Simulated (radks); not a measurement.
The numbers below are computed, except where a source is named.
Task: Ionisation of neutral manganese, [Ar] 3d5 4s2, to Mn+, [Ar] 3d5 4s1, under several functionals. Non-relativistic Kohn-Sham, spin-polarised, spherical densities, point nucleus; open shells are filled with parallel spins first; a radial shooting solver on a logarithmic mesh with Libxc functionals. The NIST Atomic Spectra Database gives 7.434 eV (measured). Rank these functionals by the error of their Delta-SCF ionisation energy: LDA (Slater exchange, Perdew-Zunger correlation); MS2 meta-GGA; exchange-only PBE; PBE; XLYP; AM05; HCTH/407; revTPSS; PBEsol.

Result: From best to worst: LDA (Slater exchange, Perdew-Zunger correlation) 7.517 eV (+0.083); XLYP 7.543 eV (+0.109); PBE 7.161 eV (-0.273); AM05 7.138 eV (-0.296); PBEsol 7.112 eV (-0.322); revTPSS 7.042 eV (-0.392); MS2 meta-GGA 6.999 eV (-0.435); HCTH/407 8.093 eV (+0.659); exchange-only PBE 6.404 eV (-1.030). Open shells are spherical and high-spin; term and fine-structure splittings are not resolved.
